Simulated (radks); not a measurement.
K, 19 electrons, occupied as [Ar] 4s1 (the NIST ground configuration). Method: scalar-relativistic Kohn-Sham, PBE, spin-polarised, spherical densities, finite nucleus; open shells are filled with parallel spins first; Fermi nuclear charge, rms radius 3.4349 fm; computed with a radial shooting solver on a logarithmic mesh with Libxc functionals.

X-ray form factor f0, the Fourier transform of the density (f0(0) = 19):

sin(theta)/lambda (1/angstrom),f0 (electrons)
0.05,18.240
0.1,16.764
0.15,15.245
0.2,13.729
0.25,12.279
0.3,10.993
0.4,9.076
0.5,7.891
0.6,7.117
0.8,5.948
1,4.849
1.25,3.628
1.5,2.723
2,1.752
